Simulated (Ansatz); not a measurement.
Consider the ligand exchange at the Si–O bond: `CC[SiH2]O` + HI → `CC[SiH2]I` + H₂O.

Isolated molecules relaxed with PBE0-D4/def2-TZVP in Ansatz; ΔE leaves out vibrations. CBS: MP2 limit from def2 TZ/QZ plus the TZ coupled-cluster correction, frozen cores. This one scheme is used for every species. DFT in def2-TZVPP. Elements past krypton have def2 core potentials. For I outer-core shells are correlated without core-valence functions, which leaves a few kJ/mol of doubt a bond. Each species was taken in one conformer, which may not be the lowest.

| level | ΔE (kJ/mol) |
| --- | --- |
| PBE0 | -7.3 |
| HF/def2-TZVPP | 10.9 |
| SCS-MP2/def2-TZVPP | 1.4 |
| HF/CBS(def2) | 11.3 |

**Question.** What does CCSD(T)/CBS give? (An estimate is asked.)

**Answer.** Computed: -7.6 kJ/mol. The listed levels differ from it by 0.3, 18.5, 9.0, 18.9 kJ/mol.

Largest T1 diagnostic among the species: 0.010.

In def2-TZVPP, CCSD(T) changes the Hartree–Fock value by −8.4 kJ/mol (the triples alone add −2.3 kJ/mol) and MP2 by −17.0 kJ/mol. The D4 term adds −4.8 kJ/mol with B3LYP and −2.6 kJ/mol with PBE0; it sums over pairs of atoms, weighted by their polarisabilities, and B3LYP, whose exchange is more repulsive, gets the larger term.

B3LYP here is the variant with VWN-RPA as its local correlation; programs differ in this.
